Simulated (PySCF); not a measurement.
Computed shifts of a molecule C2H9ClSi3, PBE0/pcSseg-1 in PySCF, GIAO, gas phase, atoms alike by connectivity averaged where their shifts nearly agree, in ppm (number of nuclei): ²⁹Si: -15.2 (1), -44.3 (1), -48.9 (1). ¹³C: 13.9 (1), 13.4 (1). ¹H: 5.79 (1), 5.67 (1), 4.88 (2), 4.82 (1), 1.87 (1), 1.78 (2), 1.58 (1). References: ³⁵Cl against HCl (σ = 945.9 ppm); ²⁹Si against TMS (σ = 352.7 ppm); ¹³C against TMS (σ = 186.3 ppm); ¹H against TMS (σ = 31.56 ppm), references at their B3LYP-D3(BJ)/def2-TZVP geometries, non-relativistic (without spin–orbit terms, shifts of atoms bonded to Cl or Br come out too high). Coordinates come from a B3LYP-D3(BJ)/def2-SVP optimisation. One conformer was computed; it need not be the lowest.

**Question.** Which structure fits?
A. [SiH3][SiH2][SiH2]/C=C\Cl
B. C=C(Cl)[SiH]([SiH3])[SiH3]
C. Cl[SiH2][Si@H]1CC[SiH2]1
D. C[Si]1(Cl)[SiH2]C[SiH2]1

**Answer.** C, Cl[SiH2][Si@H]1CC[SiH2]1
